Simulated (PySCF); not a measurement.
## Electronic structure of Kr²⁺ (krypton, charge +2) at the UHF level

Configuration: [Ar] 3d10 4s1 4p4 4d1, one real determinant (an excited configuration). Computed with PySCF 2.14 in aug-cc-pVTZ-PP with ECP10MDF, with scalar relativity through the core potential.

```
Total energy                                                  : -459.740353 hartree
One-electron energy                                           : -780.4463 hartree
Hartree (Coulomb) energy                                      : 352.0168 hartree
Exchange energy                                               : -31.3108 hartree
⟨S²⟩                                                          : 6.0049
⟨L²⟩                                                          : 8.047
Sum of ⟨r⟩                                                    : 20.54 bohr
Sum of ⟨r²⟩                                                   : 28.98 bohr²
Traceless quadrupole moment −½Σ⟨3z² − r²⟩ along its main axis : 0.669 e·bohr²
```

| shell | electrons | mean orbital energy (eV) | spread (eV) | rms radius, mean of both spins (bohr) |
| --- | --- | --- | --- | --- |
| 3s α | 1 | -325.12 | 0 | 0.567 |
| 3s β | 1 | -323.17 | 0 | 0.567 |
| 3p α | 3 | -261.92 | 0.646 | 0.582 |
| 3p β | 3 | -260.42 | 0.356 | 0.582 |
| 3d α | 5 | -133.04 | 1.085 | 0.602 |
| 3d β | 5 | -131.95 | 0.128 | 0.602 |
| 4s α | 1 | -62.083 | 0 | 1.59 |
| 4p α | 3 | -42.179 | 2.589 | 1.83 |
| 4p β | 1 | -34.927 | 0 | 1.83 |
| 4d α | 1 | -19.519 | 0 | 2.61 |

⟨L²⟩ = 8.05 against 12 for a pure F term, so this real determinant mixes terms. Energies and moments cover only the electrons outside the core potential. The outer electron is Rydberg-like, and this basis confines it to a smaller radius and binds it less than a complete one would.
